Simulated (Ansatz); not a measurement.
Frontier orbitals of C₂H₆GeSe (`C[C]([GeH3])=[Se]`).

```csv
atom,x (Å),y (Å),z (Å)
C1,-0.860,-0.049,1.186
C2,-0.265,0.677,0.032
Ge3,0.954,-0.342,-1.126
Se4,-0.605,2.369,-0.316
H5,-1.521,0.587,1.776
H6,-0.066,-0.445,1.830
H7,-1.420,-0.923,0.830
H8,1.468,0.551,-2.256
H9,0.193,-1.558,-1.689
H10,2.122,-0.867,-0.267
```

The species carries charge 0 and has multiplicity 1. Correlated methods include outer-core shells of Ge, Se, which these sets cover unevenly. Scalar relativity is left out up to krypton. All single points use the PBE0-D4/def2-TZVP geometry. Basis def2-TZVPP, Ansatz 0.2.0.

A caution on the coupled-cluster cation, which keeps the state that its UHF reference found: spin contamination of the cation.

```tsv
functional	HOMO (eV)	LUMO (eV)	gap (eV)
LDA (SPW92)	-5.12	-3.59	1.53
PBE	-4.98	-3.42	1.56
revPBE	-4.93	-3.35	1.58
r2SCAN	-5.18	-3.35	1.83
PBE0	-6.09	-2.57	3.52
B3LYP	-5.87	-2.75	3.12
r2SCANh	-5.60	-3.03	2.57
r2SCAN0	-6.22	-2.54	3.68
HSE06 (plane-wave form)	-5.70	-2.95	2.75
LC-ωPBE	-8.70	-0.42	8.28
ωB97X-V	-8.36	-0.46	7.90
ωB97M-V	-8.23	-0.51	7.72
```

Q: What is the vertical ionisation energy at frozen-core CCSD(T)/def2-TZVPP? (An estimate is asked.)

A: Ansatz gave: 8.17 eV (T1 of the cation 0.024).

A quarter of exact exchange (PBE0) shifts PBE's HOMO by −1.11 eV and its LUMO by +0.84 eV; full exchange at long range (ωB97M-V) shifts them by −3.25 and +2.91 eV. The gap opens from 1.57 to 7.72 eV, since occupied levels lose self-interaction and empty ones feel all the electrons. −ε(HOMO) differs from that ionisation energy by −3.19 eV with PBE and +0.06 eV with ωB97M-V.

B3LYP here is the variant with VWN-RPA as its local correlation; programs differ in this. LC-ωPBE has ω = 0.4 bohr⁻¹.
